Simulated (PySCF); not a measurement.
CH₅FOSi, SMILES C[Si@H](O)F.

Coordinates come from a B3LYP-D3(BJ)/def2-SVP optimisation. The structure was generated by enumeration; whether it is a known compound was not checked. Other conformers were not sampled.

Method: PBE0/def2-TZVP (PySCF).

Gas-phase values at a fixed geometry.

Computed frontier levels, gap, dipole moment and polarisability:
| Quantity | Result |
|---|---|
| highest occupied level | -8.94 eV |
| lowest empty level | 0.66 eV |
| orbital gap | 9.61 eV |
| dipole moment | 2.20 D |
| quadrupole, principal values (traceless, Buckingham form, about the centre of nuclear charge) | -5.65, -1.32, 6.97 D·Å |
| mean static polarisability | 39.4 bohr³ (5.84 Å³) |
| polarisability, principal values | 36.2, 39.4, 42.6 bohr³ |
